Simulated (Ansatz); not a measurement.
`CCCCCCCCCC[S][Ag]`. Total charge 0; singlet. Geometry PBE-D4/def2-SVP, basis def2-TZVP, Ansatz.

```
atom   x (Å)   y (Å)   z (Å)
  C1  -2.033   3.263   3.194
  C2  -1.218   3.860   2.044
  C3  -0.013   3.014   1.608
  C4  -0.367   1.649   1.010
  C5   0.849   0.853   0.529
  C6   0.498  -0.512  -0.068
  C7   1.714  -1.299  -0.568
  C8   1.397  -2.702  -1.104
  C9   0.520  -2.716  -2.362
 C10   0.217  -4.123  -2.873
 S11  -0.753  -4.209  -4.430
Ag12  -2.642  -2.922  -3.929
 H13  -2.860   3.937   3.498
 H14  -2.489   2.289   2.921
 H15  -1.399   3.090   4.089
 H16  -1.882   4.026   1.165
 H17  -0.857   4.869   2.340
 H18   0.580   3.588   0.862
 H19   0.666   2.867   2.479
 H20  -0.924   1.040   1.756
 H21  -1.071   1.794   0.158
 H22   1.558   0.714   1.378
 H23   1.407   1.452  -0.226
 H24  -0.226  -0.363  -0.899
 H25  -0.043  -1.119   0.694
 H26   2.448  -1.389   0.264
 H27   2.230  -0.710  -1.360
 H28   0.902  -3.297  -0.303
 H29   2.351  -3.229  -1.324
 H30  -0.453  -2.210  -2.160
 H31   1.002  -2.129  -3.173
 H32   1.166  -4.648  -3.128
 H33  -0.275  -4.730  -2.084
```

```
run  HOMO (eV)  LUMO (eV)
  A      -5.07      -3.34
  B      -5.83      -2.58
  C      -4.74      -3.25
  D      -4.83      -3.36
  E      -4.96      -3.14
```

In the def2 sets Ag takes a core potential; there is no spin–orbit coupling.

**Question.** The runs used B97M-V, PBE, PBE0, r2SCAN, revPBE. Estimate which is which.

**Answer.** A B97M-V (0 % exact exchange); B PBE0 (25 % exact exchange); C revPBE (0 % exact exchange); D PBE (0 % exact exchange); E r2SCAN (0 % exact exchange). Exact exchange lowers occupied and raises empty levels; among semilocal functionals meta-GGAs tend to open the gap a little, and such runs are hard to tell apart. The gap grows from 1.47 eV (PBE) to 3.25 eV (PBE0).
